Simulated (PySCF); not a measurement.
## SnBi⁺ from Hartree–Fock to correlated methods

State: ³Σ⁻ (triplet), unpaired electrons π ↑↑. Set-up: Sn def2-SVP with ECP28, Bi def2-SVP with ECP60; scalar-relativistic core potentials (PySCF 2.14). De refers to Sn + Bi⁺ in their high-spin ground configurations, without counterpoise correction. The functionals are run spin-unrestricted. A positive dipole points towards Bi; it is taken about the centre of mass and depends on that origin.

```csv
Level,Re (Å),ωe (cm⁻¹),De (eV),μ (D),"CPU s a point (SCF and correlation, without the integrals)"
UHF,2.912,140,n/a,-4.25,0.21
UHF-MP2,2.863,178,n/a,n/a,0.36
UHF-SCS-MP2,2.880,172,n/a,n/a,n/a
UHF-CCSD,2.911,154,n/a,n/a,n/a
UHF-CCSD(T),2.916,155,n/a,n/a,7.4
PBE,2.910,157,n/a,-2.76,0.75
BLYP,2.949,149,n/a,-2.81,0.59
r²SCAN,2.882,162,n/a,-2.88,1.1
TPSSh,2.883,162,n/a,-2.85,1.1
PBE0,2.869,166,n/a,-3.01,1.2
MN15,2.852,167,n/a,-3.14,1.2
LC-ωPBE,2.812,175,n/a,-3.40,1.2
```

(1) What does a quarter of exact exchange do here, going from PBE to PBE0?

(2) What does the step from GGA to meta-GGA do here, going from PBE to r²SCAN?

(3) What does the triples do here, going from UHF-CCSD to UHF-CCSD(T)?

Correlated steps freeze 8 core orbitals. Spin–orbit coupling is left out, which matters for elements this heavy, above all for dissociation energies. The state is the lowest determinant that a PBE0 search found; another state may lie lower at other levels.

The whole job (state search and all levels along the bond) took about 3.7 min on 1 thread of Oxide Virtual Turin-like (shared host), peak memory 0.63 GiB.

## Answers

(1) PBE0 less PBE: -4.1 pm in Re, +5.7 % in ωe. Exact exchange removes part of the self-interaction that spreads semilocal densities, and in most molecules shortens and stiffens the bond and lowers De; so it does here.

(2) r²SCAN less PBE: -2.8 pm in Re, +3.2 % in ωe. 

(3) UHF-CCSD(T) less UHF-CCSD: +0.5 pm in Re, +0.6 % in ωe. Correlation nearly always deepens the well. The bond lengthens, as in strong covalent bonds, where excitations into antibonding orbitals dominate.
